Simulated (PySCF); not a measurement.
## Ionisation energy along the 21-electron series

Calculated with PySCF 2.14 and a two-component X2C-1e Hamiltonian (Gaussian nucleus, no Breit or QED terms), each ion in its own even-tempered basis scaled to its charge; GMP2 freezes [Ne] and drops the highest virtual spinors. Values in eV. NIST values: (m) measured, (s) semi-empirical, (t) theoretical.

```json
{"ion": "La³⁶⁺", "configuration": "[Ar] 3d3", "GHF (spin-free)": "2468.4", "GMP2 (spin-free)": "2468.3", "GHF (screened spin-orbit)": "2472.5", "GMP2 (screened spin-orbit)": "2473.1", "NIST": "2473 ± 5 (t)"}
{"ion": "Ce³⁷⁺", "configuration": "[Ar] 3d3", "GHF (spin-free)": "2594.1", "GMP2 (spin-free)": "2593.9", "GHF (screened spin-orbit)": "2598.9", "GMP2 (screened spin-orbit)": "2599.6", "NIST": "2600 ± 4 (t)"}
{"ion": "Pr³⁸⁺", "configuration": "[Ar] 3d3", "GHF (spin-free)": "2722.8", "GMP2 (spin-free)": "2722.6", "GHF (screened spin-orbit)": "2728.6", "GMP2 (screened spin-orbit)": "2729.3", "NIST": "2729 ± 4 (t)"}
```

Between Z = 57 and Z = 59 the GMP2 (screened spin-orbit) value grows as Z to the power 2.86.
